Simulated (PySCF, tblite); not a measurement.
**Question.** Give a GFN2-xTB geometry of `COc1nnsc1F`.

**Answer.** 
```xyz
11
C3H3FN2OS angstrom
C     -1.840   -0.421   -0.083
O     -0.854    0.530   -0.452
C      0.389    0.235   -0.069
N      0.722   -0.870    0.616
N      1.948   -0.983    0.895
S      2.880    0.260    0.352
C      1.503    1.025   -0.323
F      1.547    2.181   -0.971
H     -1.622   -1.396   -0.525
H     -2.780   -0.032   -0.468
H     -1.887   -0.527    1.003
```

Any rigid rotation of these coordinates is as good. Atoms count from 1 in this order. S6 (ring sulfur) is bent (angle 90.7°). The 2 C–O bonds span 1.333 Å (O2–C3, drawn single) to 1.419 Å (C1–O2, drawn single), a spread of 0.086 Å. Of the pairs four or more bonds apart, N4···H11 is among the closest relative to their van der Waals radii: 2.66 Å, 97 % of the sum of Bondi's values. The 5-membered ring C3–N4–N5–S6–C7 has internal angles of 90.7° to 115.3° (sum 540°, against 540° for a flat polygon); it is planar, 0.00 Å rms from its mean plane, widest ring torsion 0°.

Bonds between heavy atoms (Å): C1–O2 1.419, O2–C3 1.333, C3–N4 1.342, N4–N5 1.263, N5–S6 1.646, S6–C7 1.713, C7–F8 1.327, C3–C7 1.389.

The geometry is computed with GFN2-xTB (gas phase).

Point group: Cs (every atom within 0.08 Å of its image). Its GFN2-xTB frequencies are all real (lowest 99 cm⁻¹). The numbers are those of one conformer (C1–O2–C3–N4 0°).
